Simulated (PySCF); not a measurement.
Input file for PySCF: R-B3LYP/LANL2DZ on C2H6OSi (SMILES CO[Si]C), a point of a torsion scan.

```python
from pyscf import gto, scf, dft, mp
from pyscf.data.elements import chemcore

mol = gto.M(
    atom='''
    C     1.95513051   -0.52192600   -0.12319139
    O     0.78471874    0.22107969   -0.27904421
    Si   -0.26286261    0.99074753    0.70360305
    C     0.80359032    1.54557225    2.21091140
    H     2.58590576   -0.12595850    0.67708159
    H     2.51089233   -0.49358048   -1.06260319
    H     1.69923662   -1.56000038    0.10775105
    H     1.70314054    2.07185842    1.88448873
    H     1.12289440    0.69626425    2.81912727
    H     0.25579197    2.21823550    2.86783693
    ''',
    basis='lanl2dz',
    ecp={'Si': 'lanl2dz'},
    charge=0, spin=0, verbose=3, max_memory=1800)
mf = dft.RKS(mol, xc='b3lyp')
mf.conv_tol = 1e-8
mf.max_cycle = 100
mf.kernel()
if not mf.converged:
    mf = mf.newton().run(mf.mo_coeff, mf.mo_occ)
```

What total energy does the run end on?

-158.8914 hartree.
